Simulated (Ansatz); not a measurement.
Isolated molecules relaxed with PBE0-D4/def2-TZVP in Ansatz; ΔE leaves out vibrations. CCSD(T)/CBS is the MP2 limit (def2-TZVPP, def2-QZVPP) plus CCSD(T) − MP2 in def2-TZVPP, frozen cores. This one scheme is used for every species. Each species was taken in one conformer, which may not be the lowest.

Consider the ligand exchange at the Si–O bond: `[OH][Al]([OH])[O][SiH3]` + `O[Si]F` → `F[Si]O[SiH3]` + `[OH][Al]([OH])[OH]`.

| level | ΔE (kcal/mol) |
| --- | --- |
| HF/def2-QZVPP | 3.2 |
| CCSD/CBS(def2) | 2.5 |

Q: What does CCSD(T)/CBS give? (Best estimate.)

A: Computed: +2.3 kcal/mol. The listed levels differ from it by 0.9, 0.2 kcal/mol.

Largest T1 diagnostic among the species: 0.015.

In def2-TZVPP, CCSD(T) changes the Hartree–Fock value by −0.8 kcal/mol (the triples alone add −0.2 kcal/mol) and MP2 by −0.9 kcal/mol.
